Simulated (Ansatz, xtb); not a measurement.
Molecule: sum formula BHCl, net charge 1, singlet state. SMILES of the parent species: [BH]Cl
Geometry from a B3LYP-D3(BJ)/def2-TZVP (Ansatz, a program for electronic structure) optimisation:
```xyz
3

B      0.0000     0.0000    -1.1260
Cl     0.0000     0.0000     0.4663
H      0.0000     0.0000    -2.2967
```
Charge +1, spin multiplicity 1.

Harmonic wavenumbers from GFN2-xTB (xtb, at its own minimum), cm⁻¹: 648, 648, 1274, 2716.

Task: Give the harmonic wavenumbers at B3LYP-D3(BJ)/def2-TZVP (Ansatz, finite differences of forces, unscaled).

Result: 715, 715, 1131, 2859 cm⁻¹. Zero-point energy 7.7 kcal/mol.

Task: From these and the geometry, give the ideal-gas thermochemistry at 298.15 K and 1 atm (rigid rotor, harmonic oscillator).

Result: Point group C∞v, rotational symmetry number 1. Rotational constants 18.97, 18.97 GHz. S(trans) 37.48, S(rot) 13.50, S(vib) 0.63, S(elec, spin only) 0.00, S 51.6 cal/(mol K). H(298) - H(0) 2.22 kcal/mol; G - E(el) -5.4 kcal/mol.
